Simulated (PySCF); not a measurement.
Sb(F)2(OMe) (CH₃F₂OSb), SMILES C[O][Sb]([F])[F]. Coordinates come from a PBE-D3(BJ)/def2-SVP optimisation. The structure was generated by enumeration; whether it is a known compound was not checked. The def2 effective core potentials stand for the cores of Sb; spin–orbit coupling is left out. Other conformers were not sampled.

Computed equilibrium geometry at PBE-D3(BJ)/def2-SVP (PySCF confirms it by a frequency run) as a Z-matrix, and its point group (one conformer of several):
point group Cs.
```
C
H 1 1.1093
H 1 1.1120 2 108.73
H 1 1.1120 2 108.73 3 -117.59
O 1 1.4277 2 107.58 4 -121.20
Sb 5 1.9838 1 119.79 2 180.00
F 6 1.9572 5 96.69 1 46.88
F 6 1.9572 7 92.93 3 81.72
```
